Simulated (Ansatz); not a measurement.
`N[Si](N)(F)Cl` + ethane → `CC[Si](N)(N)F` + HCl  (formal exchange of groups at the Si–Cl bond)

Computed with Ansatz on PBE0-D4/def2-TZVP structures; ΔE is electronic, products minus reactants. CCSD(T)/CBS is the MP2 limit (def2-TZVPP, def2-QZVPP) plus CCSD(T) − MP2 in def2-TZVPP, frozen cores. This one scheme is used for every species. DFT in def2-TZVPP. B3LYP here is the variant with VWN-RPA as its local correlation; programs differ in this. One conformer a species, not always the lowest.

| level | ΔE (kcal/mol) | difference from CCSD(T)/CBS |
| --- | --- | --- |
| r2SCAN-D4 | 28.4 | 1.3 |
| B3LYP-D4 | 27.5 | 0.4 |
| r2SCAN | 28.8 | 1.7 |
| B3LYP | 28.9 | 1.8 |
| HF/def2-TZVPP | 31.2 | 4.1 |
| MP2/def2-TZVPP | 27.5 | 0.4 |
| MP2/def2-QZVPP | 27.9 | 0.8 |
| HF/CBS(def2) | 31.3 | 4.2 |
| MP2/CBS(def2) | 28.2 | 1.1 |
| CCSD/CBS(def2) | 27.5 | 0.4 |
| CCSD(T)/CBS | 27.1 | 0 |

Largest T1 diagnostic among the species: 0.010.

In def2-TZVPP, CCSD(T) changes the Hartree–Fock value by −4.9 kcal/mol (the triples alone add −0.4 kcal/mol) and MP2 by −3.8 kcal/mol. The D4 term adds −1.4 kcal/mol with B3LYP and −0.9 kcal/mol with PBE0; it sums over pairs of atoms, weighted by their polarisabilities, and B3LYP, whose exchange is more repulsive, gets the larger term.
